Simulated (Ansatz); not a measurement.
One change: `N=C[SiH2]F` becomes `N=C[SiH2][SeH]`.

Ansatz, PBE0-D4/def2-TZVP geometries, multiplicity 1. Each molecule was computed in one conformer, which needn't be the lowest.

Scalar relativity is left out up to krypton.

```csv
property,`N=C[SiH2]F`
HOMO energy (ωB97M-V/def2-TZVPP) / eV,-9.82
HOMO energy (PBE/def2-TZVPP) / eV,-6.06
HOMO energy (PBE0/def2-TZVPP) / eV,-7.50
size of the dipole moment (ωB97M-V/def2-TZVPP) / D,1.97
LUMO energy (ωB97M-V/def2-TZVPP) / eV,1.05
size of the dipole moment (B3LYP/def2-TZVPP) / D,1.97
```

Give the same properties after the change, and the shifts. (An estimate is asked.)

Ansatz gave: 
| property | `N=C[SiH2][SeH]` | shift |
| --- | --- | --- |
| HOMO energy (ωB97M-V/def2-TZVPP) / eV | -9.26 | 0.56 |
| HOMO energy (PBE/def2-TZVPP) / eV | -5.90 | 0.16 |
| HOMO energy (PBE0/def2-TZVPP) / eV | -7.10 | 0.40 |
| size of the dipole moment (ωB97M-V/def2-TZVPP) / D | 1.59 | -0.38 |
| LUMO energy (ωB97M-V/def2-TZVPP) / eV | 0.85 | -0.20 |
| size of the dipole moment (B3LYP/def2-TZVPP) / D | 1.54 | -0.43 |

With PBE0 the HOMO rises by 0.40 eV and the LUMO falls by 0.07 eV, so the gap narrows by about 0.47 eV. PBE moves the HOMO by 0.16 eV and ωB97M-V by 0.56 eV. Dipoles are sizes alone; their direction can turn.

B3LYP here is the variant with VWN-RPA as its local correlation; programs differ in this.

Spin–orbit coupling is left out; it splits and shifts lone-pair levels of the heavy atoms by tenths of an eV.
